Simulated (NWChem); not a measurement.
System: TaNH$_{2}$SF$_{2}$; SMILES [NH2][Ta]([F])([F])=[S]

NWChem input:

```
start job
memory heap 200 mb stack 900 mb global 1100 mb
geometry units angstroms noautoz
  Ta    -0.024922    -0.067169     0.000230
  S     -0.093657     2.089908     0.000391
  F     -0.824380    -0.769841     1.551461
  F     -0.828717    -0.769542    -1.548894
  N      1.877660    -0.491745    -0.002505
  H      2.655499     0.162465    -0.004007
  H      2.222268    -1.451793    -0.002565
end
basis spherical
  Ta library def2-svp
  S library def2-svp
  F library def2-svp
  N library def2-svp
  H library def2-svp
end
ecp
  Ta library def2-ecp
end
dft
  xc r2scan
  grid xcoarse
  iterations 150
  mulliken
end
task dft gradient
```

Output (shortened):

```
             Northwest Computational Chemistry Package (NWChem) 7.3.0
             --------------------------------------------------------

 CS  symmetry detected

                             Geometry "geometry" -> ""
                             -------------------------

 Output coordinates in angstroms (scale by  1.889725989 to convert to a.u.)

  No.       Tag          Charge          X              Y              Z
 ---- ---------------- ---------- -------------- -------------- --------------
    1 Ta                  73.0000    -0.01772589     0.15370194     0.00000000
    2 S                   16.0000    -0.16648892    -1.99933667     0.00000000
    3 F                    9.0000    -0.79272143     0.88549831     1.55017900
    4 F                    9.0000    -0.79272143     0.88549831    -1.55017900
    5 N                    7.0000     1.89930783     0.50735734     0.00000000
    6 H                    1.0000     2.65232632    -0.17527683     0.00000000
    7 H                    1.0000     2.27931711     1.45395106     0.00000000

 Effective nuclear repulsion energy (a.u.)     940.0700627818

      Symmetry information
      --------------------

 Group name             Cs
 Group number              2
 Group order               2
 No. of unique centers     6

                                 NWChem DFT Module
                                 -----------------

 Summary of "ao basis" -> "ao basis" (spherical)
 ------------------------------------------------------------------------------
       Tag                 Description            Shells   Functions and Types
 ---------------- ------------------------------  ------  ---------------------
 Ta                         def2-svp                12       32   6s3p2d1f
 S                          def2-svp                 8       18   4s3p1d
 F                          def2-svp                 6       14   3s2p1d
 N                          def2-svp                 6       14   3s2p1d
 H                          def2-svp                 3        5   2s1p

      Symmetry analysis of basis
      --------------------------

        a'         67
        a"         35

            General Information
            -------------------
          SCF calculation type: DFT
          Wavefunction type:  closed shell.
          No. of atoms     :     7
          No. of electrons :    56
           Alpha electrons :    28
            Beta electrons :    28
          Charge           :     0
          Spin multiplicity:     1
          Use of symmetry is: on ; symmetry adaption is: on
          Maximum number of iterations: 150
          AO basis - number of functions:   102
                     number of shells:    44
          Convergence on energy requested:  1.00D-06
          Convergence on density requested:  1.00D-05
          Convergence on gradient requested:  5.00D-04

              XC Information
              --------------
                      r^2SCAN Method XC Functional
               r^2SCAN metaGGA Exchange Functional  1.000
                     r^2SCAN Correlation Potential  1.000

             Grid Information
             ----------------
          Grid used for XC integration:  xcoarse
          Radial quadrature: Mura-Knowles
          Angular quadrature: Lebedev.
          Tag              B.-S. Rad. Rad. Pts. Rad. Cut. Ang. Pts.
          ---              ---------- --------- --------- ---------
          Ta                  1.45       84           8.0       194
          S                   1.00       42          10.0       194
          F                   0.50       21          10.0       194
          N                   0.65       21           8.0       194
          H                   0.35       21          10.0       194
          Grid pruning is: on
          Number of quadrature shells:   210
          Spatial weights used:  Erf1

      Superposition of Atomic Density Guess
      -------------------------------------

 Sum of atomic energies:        -713.09373568

      Non-variational initial energy
      ------------------------------

 Total energy =    -707.829428
 1-e energy   =   -1519.865545
 2-e energy   =     548.988307
 HOMO         =      -0.351642
 LUMO         =      -0.007389

      Symmetry analysis of molecular orbitals - initial
      -------------------------------------------------

  Numbering of irreducible representations:

     1 a'          2 a"

  Orbital symmetries:

     1 a'          2 a'          3 a"          4 a'          5 a'
     6 a'          7 a'          8 a"          9 a'         10 a"
    11 a'         12 a'         13 a'         14 a"         15 a'
    16 a'         17 a'         18 a"         19 a'         20 a"
    21 a'         22 a'         23 a"         24 a'         25 a'
    26 a"         27 a'         28 a"         29 a'         30 a'
    31 a"         32 a'         33 a'         34 a"         35 a'
    36 a'         37 a"         38 a'

     ---------------------------------------------
      Total Density - Mulliken Population Analysis
     ---------------------------------------------

    Atom       Charge   Shell Charges
 -----------   ------   -------------------------------------------------------
    1 Ta  13    10.32   0.03 -0.32  1.77  0.53  0.35  0.06  5.48  0.59  0.16  1.24  0.29  0.13
    2 S   16    17.01   2.00  1.99  1.24  0.68  5.94  2.00  3.14  0.02
    3 F    9     9.65   1.99  1.15  0.80  3.55  2.15  0.00
    4 F    9     9.65   1.99  1.15  0.80  3.55  2.15  0.00
    5 N    7     7.90   1.99  1.04  0.49  2.63  1.75  0.00
    6 H    1     0.74   0.58  0.11  0.04
    7 H    1     0.73   0.58  0.11  0.04

   convergence    iter        energy       DeltaE   RMS-Dens  Diis-err
 ---------------- ----- ----------------- --------- --------- ---------
 d= 0,ls=0.0,diis     1   -710.3092387230 -9.73D+02  4.85D-02  2.52D+00
 d= 0,ls=0.0,diis     2   -705.0776354963  5.23D+00  4.07D-02  3.91D+01
 d= 0,ls=0.0,diis     3   -710.5869389750 -5.51D+00  1.03D-02  7.93D-01
 d= 0,ls=0.0,diis     4   -710.5713277332  1.56D-02  5.48D-03  6.97D-01
 d= 0,ls=0.0,diis     5   -710.6731846016 -1.02D-01  5.56D-04  8.35D-03
  Resetting Diis
 d= 0,ls=0.0,diis     6   -710.6738158494 -6.31D-04  4.41D-04  2.92D-03
 d= 0,ls=0.0,diis     7   -710.6742990910 -4.83D-04  1.61D-04  6.89D-05
 d= 0,ls=0.0,diis     8   -710.6742610916  3.80D-05  1.07D-04  3.92D-04
 d= 0,ls=0.0,diis     9   -710.6743080237 -4.69D-05  1.05D-05  6.66D-07
 d= 0,ls=0.0,diis    10   -710.6743080269 -3.15D-09  6.58D-06  5.61D-07

         Total DFT energy =     -710.674308026872
      One electron energy =    -1523.927102068020
           Coulomb energy =      611.145557751701
    Exchange-Corr. energy =      -60.940574766270
 Nuclear repulsion energy =      263.047811055717

 Numeric. integr. density =       55.998128780972

                  Occupations of the irreducible representations
                  ----------------------------------------------

                     irrep           alpha         beta
                     --------     --------     --------
                     a'               19.0         19.0
                     a"                9.0          9.0

                       DFT Final Molecular Orbital Analysis
                       ------------------------------------

 Vector   26  Occ=2.000000D+00  E=-2.874125D-01  Symmetry=a"
              MO Center=  1.6D+00,  5.0D-01, -1.9D-12, r^2= 1.7D+00
   Bfn.  Coefficient  Atom+Function         Bfn.  Coefficient  Atom+Function
  ----- ------------  ---------------      ----- ------------  ---------------
    84      0.532817  5 N  pz                87     -0.435838  5 N  pz
    19      0.211218  1 Ta d  1               9      0.098609  1 Ta pz
    17     -0.089612  1 Ta d -1              55     -0.081820  3 F  py
    69      0.081820  4 F  py                54     -0.077321  3 F  px
    68      0.077321  4 F  px                56     -0.070772  3 F  pz

 Vector   27  Occ=2.000000D+00  E=-2.612277D-01  Symmetry=a'
              MO Center= -1.1D-01, -1.5D+00, -1.9D-11, r^2= 2.3D+00
   Bfn.  Coefficient  Atom+Function         Bfn.  Coefficient  Atom+Function
  ----- ------------  ---------------      ----- ------------  ---------------
    43      0.519508  2 S  px                40      0.389514  2 S  px
    16     -0.315576  1 Ta d -2              37      0.224059  2 S  px
     7     -0.115493  1 Ta px                21     -0.080505  1 Ta d -2
    13      0.074877  1 Ta px                56     -0.074970  3 F  pz
    70      0.074970  4 F  pz                85     -0.073913  5 N  px

 Vector   28  Occ=2.000000D+00  E=-2.543660D-01  Symmetry=a"
              MO Center= -1.6D-01, -1.5D+00,  2.3D-11, r^2= 2.3D+00
   Bfn.  Coefficient  Atom+Function         Bfn.  Coefficient  Atom+Function
  ----- ------------  ---------------      ----- ------------  ---------------
    45      0.538773  2 S  pz                42      0.398002  2 S  pz
    17     -0.270963  1 Ta d -1              39      0.228957  2 S  pz
     9     -0.125098  1 Ta pz                56      0.084753  3 F  pz
    70      0.084753  4 F  pz                15      0.077234  1 Ta pz
    59     -0.074135  3 F  pz                73     -0.074135  4 F  pz

[...]

                         DFT ENERGY GRADIENTS

    atom               coordinates                        gradient
                 x          y          z           x          y          z
   1 Ta     -0.033497   0.290455   0.000000   -0.010143   0.000305   0.000000
   2 S      -0.314618  -3.778198   0.000000    0.000664   0.006916   0.000000
   3 F      -1.498026   1.673349   2.929414    0.003894  -0.003788  -0.007972
   4 F      -1.498026   1.673349  -2.929414    0.003894  -0.003788   0.007972
   5 N       3.589171   0.958766   0.000000    0.005350   0.000919   0.000000
   6 H       5.012170  -0.331225   0.000000   -0.002283   0.001905   0.000000
   7 H       4.307285   2.747569   0.000000   -0.001377  -0.002470   0.000000
```

Level: r2SCAN/def2-SVP with def2 effective core potentials on Ta. All runs use the structure optimised with PBE0/def2-SVP. Not confirmed as a minimum by frequencies. def2 effective core potentials on Ta; no spin-orbit coupling.
